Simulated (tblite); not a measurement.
C5H11FOSi.
Geometry (GFN2-xTB, Å), atoms numbered from 1 in this order:
```xyz
19
C5H11FOSi angstrom
C     -2.5856   -1.0906   -0.2239
C     -1.6196    0.0807   -0.1327
O     -0.3237   -0.4421    0.0608
C      0.7310    0.4313    0.1033
Si     0.5886    2.2409   -0.4426
C      1.9082   -0.0639    0.5016
C      2.1064   -1.4836    0.9194
F      3.1545   -1.5928    1.8054
H     -3.5992   -0.7256   -0.3624
H     -2.5394   -1.6796    0.6880
H     -2.3165   -1.7284   -1.0614
H     -1.6579    0.6754   -1.0555
H     -1.8935    0.7315    0.7090
H     -0.4416    2.9329    0.3375
H      1.8928    2.8542   -0.2206
H      0.2303    2.3095   -1.8634
H      2.7830    0.5630    0.5264
H      2.3587   -2.1257    0.0648
H      1.2136   -1.8778    1.4156
```

Level: GFN2-xTB in tblite, geometry and Hessian alike; calculated harmonic values, unscaled, isolated species. This tight-binding method is rough: wavenumbers can miss measured ones by several per cent, in bad cases by 10 to 20. Modes of hydrogen on silicon can be 10 to 20 % off. One conformer, not necessarily the lowest.

Harmonic wavenumbers (cm⁻¹): 33.9, 56.7, 83.9, 106.7, 122.1, 159.7, 183.9, 209.0, 286.4, 340.1, 398.0, 444.1, 493.1, 570.1, 587.5, 721.5, 762.8, 778.8, 787.5, 803.5, 840.4, 937.7, 964.8, 1019.2, 1079.0, 1101.9, 1140.1, 1141.0, 1157.0, 1195.0, 1253.4, 1254.2, 1318.6, 1336.3, 1400.6, 1432.0, 1474.8, 1482.5, 1492.7, 1648.6, 2232.8, 2244.9, 2311.0, 2873.3, 2894.3, 2900.3, 2947.2, 3049.9, 3050.5, 3053.9, 3122.0.

A = 1817, B = 986.8, C = 658.0 MHz; mass 134.056 u (most abundant isotopes); point group C1, symmetry number 1.

What is the zero-point energy?

½Σν̃ = 31640 cm⁻¹ = 90.46 kcal/mol.

What is S at 298.15 K and 1 bar for an ideal gas of classical rigid rotors and harmonic oscillators?

Translation 40.62, rotation 29.99, vibration 35.57: S = 106.2 cal/(mol K).

And Cp and H(298.15 K) − H(0)?

Cp = 40.83 cal/(mol K), of which vibrations give 32.88 (their classical limit is 51 R = 101.3); H(298.15 K) − H(0) = 7.66 kcal/mol without the zero-point energy, 5.29 from vibrations.

How do the functions run with temperature in this model?

| T (K) | S (cal/(mol K)) | Cp (cal/(mol K)) | H − H(0) (kcal/mol) | G − H(0) (kcal/mol) | ln q(vib) |
| --- | --- | --- | --- | --- | --- |
| 50 | 61.3 | 15.3 | 0.55 | -2.51 | 0.88 |
| 100 | 74.0 | 21.6 | 1.49 | -5.91 | 2.58 |
| 373.15 | 116.1 | 48.0 | 11.00 | -32.33 | 11.17 |
| 500 | 131.7 | 58.7 | 17.79 | -48.07 | 14.78 |
| 750 | 158.6 | 73.8 | 34.49 | -84.45 | 21.44 |
| 1000 | 181.3 | 83.6 | 54.25 | -127.01 | 27.54 |

q(vib) and H(0) count from the zero-point level.

What must be added to the electronic energy to get the Gibbs energy at 298.15 K and 1 bar?

ZPE + [H(298.15 K) − H(0)] − T·S = 90.46 + 7.66 − 31.66 = 66.46 kcal/mol.

Which modes carry the vibrational entropy at 298.15 K?

33.9 cm⁻¹: 5.59; 56.7 cm⁻¹: 4.57; 83.9 cm⁻¹: 3.80; 106.7 cm⁻¹: 3.33; 122.1 cm⁻¹: 3.07; 159.7 cm⁻¹: 2.55 cal/(mol K); the other 45 give 12.66 together.

Hindered rotation and anharmonicity are outside this model. Other conformers, if any are populated, would add a mixing term that is left out. The structure is chiral; the term R ln 2 for an equal mix with its mirror image is left out.
